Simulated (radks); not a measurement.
The numbers below are computed, except where a source is named.
Task: Sb3.75+, 47.25 electrons, occupied as [Kr] 5s2 4d(up 5, down 4.25) (fractional occupations, a model configuration). Level of theory: scalar-relativistic Kohn-Sham, PBE, spin-polarised, spherical densities, point nucleus (a radial shooting solver on a logarithmic mesh with Libxc functionals). Some entries of the table are withheld. Estimate them.

orbital  occ.  eigenvalue (Ry)  <r> (bohr)
1s up       1        -2230.832     0.02842
1s down     1        -2230.832     0.02842
2s up       1        -342.3519      0.1226
2s down     1        -342.3355      0.1226
2p up       3        -307.6861      0.1071
2p down     3        -307.6735      0.1071
3s up       1        -69.81763      0.3305
3s down     1        -69.80980      0.3305
3p up       3        -58.51941      0.3287
3p down     3        -58.51040      0.3287
3d up       5        -41.28842      0.3053
3d down     5        -41.27419      0.3053
4s up       1        -14.23433      0.7874
4s down     1        -14.18071      0.7874
4p up       3        -10.75573         (1)
4p down     3        -10.70207         (2)
4d up       5         -5.66897      0.9974
4d down  4.25         -5.61856      0.9991
5s up       1         -3.58932       1.931
5s down     1         -3.57249       1.936

Result: 
(1) 4p up <r> (bohr): 0.8458
(2) 4p down <r> (bohr): 0.8460
